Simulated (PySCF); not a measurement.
# C₆ coefficients of unlike pairs at M06

Calculated with PySCF 2.14 from the dipole response of each species, C₆(A,B) = (3/π) ∫ α_A(iu) α_B(iu) du, in atomic units, from isotropic polarisabilities. For ions this is the dispersion term alone; charge-induced terms of lower order in 1/R come first.

| species | configuration | basis | relativity | α (bohr³) | C₆ (like pair) |
| --- | --- | --- | --- | --- | --- |
| Xe⁺ | [Kr] 4d10 5s2 5p5 (2P) | aug-cc-pVTZ-PP with one added diffuse shell each of d, f type with ECP28MDF (6s5p5d3f) | core potential | 18.58 | 158.0 |
| Sb | [Kr] 4d10 5s2 5p3 (4S) | aug-cc-pVDZ-PP with ECP28MDF (5s4p3d) | core potential | 45.58 | 477.2 |
| N | [He] 2s2 2p3 (4S) | aug-cc-pVTZ-DK (5s4p3d2f) | spin-free X2C | 7.608 | 25.42 |
| O⁺ | [He] 2s2 2p3 (4S) | x2c-TZVPPall with one added diffuse shell each of s, p, d type (6s4p3d1f) | spin-free X2C | 2.530 | 4.807 |

(1) Estimate C₆ for N with Xe⁺.

No spin-orbit coupling is included.

The other pairs:

```json
{"pair": "O⁺, Sb", "C₆": "40.94"}
{"pair": "O⁺, Xe⁺", "C₆": "26.64"}
{"pair": "Sb, Xe⁺", "C₆": "261.2"}
{"pair": "N, Sb", "C₆": "104.8"}
{"pair": "O⁺, N", "C₆": "10.71"}
```

## Answers

(1) The integral gives 63.36. The combination rule 2 C_A C_B / (C_A α_B/α_A + C_B α_A/α_B) gives 63.37 and the geometric mean 63.38.
